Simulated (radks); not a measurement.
Trend from Rb4+ to Xe4+: ionisation energy by Delta-SCF between NIST ground configurations, and size. Calculated with a radial shooting solver on a logarithmic mesh with Libxc functionals: Dirac Kohn-Sham, BLYP, spin-unpolarised, spherical densities, finite nucleus; open shells fill j = l - 1/2 first; Fermi nuclear charge, rms radius of each element as measured or else 0.836 A^(1/3) + 0.57 fm.

Rb4+: configuration [Ar] 3d10 4s2 4p3; IE (eV) 67.095; NIST (eV) 68.4; kind theory
Sr4+: configuration [Ar] 3d10 4s2 4p4; IE (eV) 71.420; NIST (eV) 71; kind semi-emp.
Zr4+: configuration [Kr]; IE (eV) 80.086; NIST (eV) 80.35; kind semi-emp.
Nb4+: configuration [Kr] 4d1; IE (eV) 50.348; NIST (eV) 50.573; kind exp.
Mo4+: configuration [Kr] 4d2; IE (eV) 53.512; NIST (eV) 54.42; kind semi-emp.
Tc4+: configuration [Kr] 4d3; IE (eV) 56.609; NIST (eV) 57; kind theory
Ru4+: configuration [Kr] 4d4; IE (eV) 59.649; NIST (eV) 59; kind theory
Rh4+: configuration [Kr] 4d5; IE (eV) 62.106; NIST (eV) 63; kind theory
Pd4+: configuration [Kr] 4d6; IE (eV) 65.024; NIST (eV) 61; kind theory
Ag4+: configuration [Kr] 4d7; IE (eV) 67.907; NIST (eV) 65; kind theory
Cd4+: configuration [Kr] 4d8; IE (eV) 70.760; NIST (eV) 68; kind theory
In4+: configuration [Kr] 4d9; IE (eV) 73.587; NIST (eV) 69; kind semi-emp.
Sn4+: configuration [Kr] 4d10; IE (eV) 76.391; NIST (eV) 77.03; kind exp.
Sb4+: configuration [Kr] 4d10 5s1; IE (eV) 55.698; NIST (eV) 55.0; kind semi-emp.
Te4+: configuration [Kr] 4d10 5s2; IE (eV) 59.259; NIST (eV) 59; kind exp.
I4+: configuration [Kr] 4d10 5s2 5p1; IE (eV) 51.257; NIST (eV) 51.52; kind exp.
Xe4+: configuration [Kr] 4d10 5s2 5p2; IE (eV) 54.604; NIST (eV) 54.1; kind semi-emp.

Reference values: NIST Atomic Spectra Database (exp. = measured, semi-emp. = semi-empirical, theory = theoretical value adopted there). Spin polarisation and multiplet splitting are left out, so open shells lie too high by an amount that depends on their filling.

Beside tabulated values, note that spin-unpolarised runs miss the spin-polarisation part of the exchange energy of open shells.
